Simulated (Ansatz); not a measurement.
Reactions of `[SiH3]C=CI`.

Isolated molecules relaxed with PBE0-D4/def2-TZVP in Ansatz; ΔE leaves out vibrations. CCSD(T)/CBS adds triple-zeta CCSD(T) − MP2 to the extrapolated MP2 energy (def2 sets, frozen cores). This one scheme is used for every species. Double bonds are as drawn, so ΔE can hold a change between cis and trans. DFT in def2-TZVPP. B3LYP here is the variant with VWN-RPA as its local correlation; programs differ in this. def2 core potentials past Kr. For Ge, I, Te outer-core shells are correlated without core-valence functions, which leaves a few kJ/mol of doubt a bond. Scalar relativity is left out up to krypton. Each species was taken in one conformer, which may not be the lowest.

```tsv
reaction	MP2/CBS(def2) (eV)	B2PLYP (eV)	B3LYP-D4 (eV)	CCSD/CBS(def2) (eV)
`[SiH3]/C=C/I` + `O[Si]O[SiH3]` → `[SiH3]O[Si]O[SiH3]` + `C=CI`	-0.91	-0.95	-0.94	-0.96
`[SiH3]/C=C/I` + `OC[SiH2]Cl` → `[SiH3]OC[SiH2]Cl` + `C=CI`	-0.84	-0.88	-0.86	-0.88
`[SiH3]/C=C/I` + `O[SiH](Cl)Cl` → `[SiH3]O[SiH](Cl)Cl` + `C=CI`	-1.01	-1.03	-1.04	-1.06
`[SiH3]/C=C/I` + `O[Si](F)(Cl)O[SiH3]` → `F[Si](Cl)(O[SiH3])O[SiH3]` + `C=CI`	-1.04	-1.07	-1.08	-1.10
`[SiH3]/C=C/I` + `[OH][Ge][OH]` → `[OH][Ge][O][SiH3]` + `C=CI`	-1.04	-1.08	-1.05	-1.08
`[SiH3]/C=C/I` + `O=C[TeH]` → `O=C[Te][SiH3]` + `C=CI`	-0.62	-0.53	-0.53	-0.57
`[SiH3]/C=C/I` + H–F → `F/C=C/[SiH3]` + HI	0.52	0.20	0.18	0.31
`[SiH3]/C=C/I` + H₂ → `C=CI` + SiH₄	-0.06	-0.21	-0.17	-0.20
```

(1) Give the CCSD(T)/CBS values in the same order. (Best estimate.)

Largest T1 diagnostic: 0.016, for `O=C[TeH]`.

Results:

(1) Computed: -0.92, -0.84, -1.02, -1.05, -1.05, -0.58, 0.36, -0.15 eV.
